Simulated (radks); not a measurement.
Task: Isoelectronic series with 9 electrons, each ion in its NIST ground configuration. All-electron calculation, non-relativistic Kohn-Sham, LDA (Slater exchange, Perdew-Wang correlation), spin-unpolarised, spherical densities, point nucleus. Program: a radial shooting solver on a logarithmic mesh with Libxc functionals. Total energies (hartree) and orbital eigenvalues (hartree):

| ion | configuration | E (hartree) | 2p | 2s |
|---|---|---|---|---|
| F | [He] 2s2 2p5 | -99.09669 | -0.41545 | -1.08668 |
| Ne+ | [He] 2s2 2p5 | -127.39673 | -1.19251 | -2.02712 |
| Mg3+ | [He] 2s2 2p5 | -195.29941 | -3.53883 | -4.70710 |
| Al4+ | [He] 2s2 2p5 | -234.88910 | -5.09639 | -6.43297 |
| P6+ | [He] 2s2 2p5 | -325.33216 | -8.97070 | -10.64518 |
| S7+ | [He] 2s2 2p5 | -376.18305 | -11.28581 | -13.12961 |

Estimate the row of Si5+ ([He] 2s2 2p5).

Result: E (hartree) -278.23385; 2p -6.90735; 2s -8.41272.
